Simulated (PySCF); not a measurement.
Solvent effects on NMR parameters

Atoms are numbered as in `[F:1][CH:2]([F:3])[C@@H:4]1[CH2:5][O:6][C@H:7]1[C:8]([F:9])([F:10])[F:11]` (H(Xn): hydrogen on atom n). Ha(C5) is cis to C2 on the ring; Hb(C5) is trans to C2 on the ring.

GIAO PBE0/pcSseg-1 in PySCF 2.14 on one PBE0-D3(BJ)/def2-SVP conformer, non-relativistic, equivalent nuclei averaged. Solvents enter as an IEF-PCM continuum (benzene with ε = 2.3, water with ε = 78.4) around the gas-phase geometry. Shifts are referred to CFCl3, TMS computed in the same medium.

In benzene, δ in ppm: F9/F10/F11 -95.7, F1 -136.5, F3 -138.6, C8 130.2, C2 121.4, C7 79.1, C5 72.1, C4 40.7, H(C2) 6.32, Hb(C5) 4.97, Ha(C5) 4.49, H(C7) 4.37, H(C4) 2.93. Dipole moment 1.87 D.

Problem. How does each δ change in the more polar medium?

Solution. 
```
     atoms                          environment  Δδ, water
F9/F10/F11              fluorine of a CF3 group       +0.6
        F1              fluorine of a CF2 group       -1.8
        F3              fluorine of a CF2 group       -1.4
        C8                           CF3 carbon       +1.0
        C2                 sp3 CH bonded to 2 F       +0.9
        C7                   sp3 CH bonded to O       +0.8
        C5                  sp3 CH2 bonded to O       +1.2
        C4                     sp3 CH in a ring       +0.4
     H(C2)  hydrogen on an sp3 CH bonded to 2 F      +0.20
    Hb(C5)   hydrogen on an sp3 CH2 bonded to O      +0.08
    Ha(C5)   hydrogen on an sp3 CH2 bonded to O      +0.17
     H(C7)    hydrogen on an sp3 CH bonded to O      +0.23
     H(C4)      hydrogen on an sp3 CH in a ring      +0.10
```

Changes are relative to benzene. The dipole moment becomes 2.09 D in water.

Problem. Which of the listed nuclei move most (in ppm), and what does the model miss? (N and O are left out, as their reference compounds move with the solvent too.)

Solution. F1 (fluorine of a CF2 group, -1.8 ppm) in water. A continuum only polarises the solute; specific hydrogen bonds, the anisotropy of aromatic solvents and changes of geometry or conformer are outside it.
